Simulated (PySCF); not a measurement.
## Diatomics of Be with group 14

CCSD(T) with double-zeta basis sets in PySCF, for the lowest determinant that a PBE0 search found; no spin–orbit coupling. De refers to high-spin ground-configuration atoms.

```tsv
M	basis	reference, frozen orbitals	state (unpaired electrons)	Re (Å)	ωe (cm⁻¹)	De (eV)
Si	aug-cc-pVDZ/aug-cc-pV(D+d)Z	ROHF, 5	triplet (π ↑↑)	2.161	553	1.12
Ge	x2c-SVPall	UHF, 9	triplet (π ↑↑)	2.236	448	0.80
Sn	x2c-SVPall	UHF, 18	triplet (π ↑↑)	2.453	379	0.63
Pb	def2-SVP	UHF, 4	triplet (π ↑↑)	2.532	335	0.51
```

The shortest bond is that of BeSi (2.161 Å), the longest that of BePb (2.532 Å).

The rows differ in basis set, which adds steps of its own.

Down a group the atoms grow and get heavier, so bonds lengthen and wavenumbers fall; this series shows no clear exception.

Correlated steps freeze the inner cores (4 to 18 orbitals); shallow outer-core shells are correlated. UHF and ROHF references stand side by side, which adds small steps between rows. Correlated levels converge slowly with the basis: in double zeta they bind strong bonds too weakly, by up to about 1 eV, and carry superposition errors of some tenths. These are scalar-relativistic numbers at best; spin–orbit coupling would shift them, the dissociation energy most. The CCSD T1 diagnostic is raised in BeSi, a sign that a single reference may not be enough there. States were picked by a PBE0 search and need not be the measured ground states.
